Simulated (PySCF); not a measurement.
```xyz
4
charge 0 multiplicity 2, angstrom
Ir    0.0000    0.0000   -0.4694
S     0.0000    0.0000   -2.5111
I    -2.2417    0.0000    0.6723
I     2.2417    0.0000    0.6723
```

Computed with UPBE0/[Ir def2-SVP with ECP60, S def2-SVP, I def2-SVP with ECP28], scalar-relativistic core potentials, density fitting, no spin–orbit coupling, PySCF.

This geometry of IrSI₂ is a stationary point at this level.

Problem. What is the point group?

Solution. C2v.

Problem. Is it a minimum?

Solution. Yes: all harmonic wavenumbers are real, though the softest, 54 cm⁻¹, leaves little margin.

Problem. Which band is strongest in the infrared?

Solution. 573 cm⁻¹ (a1), 21 km/mol.

Problem. What are the dipole moment and the gap between the highest occupied and lowest empty levels of either spin?

Solution. 0.27 D and 2.43 eV.

Only a few start shapes were tried, so a lower isomer may exist. With open d or f shells other occupations or spin states may lie lower. Spin–orbit coupling, left out here, can matter for elements this heavy.
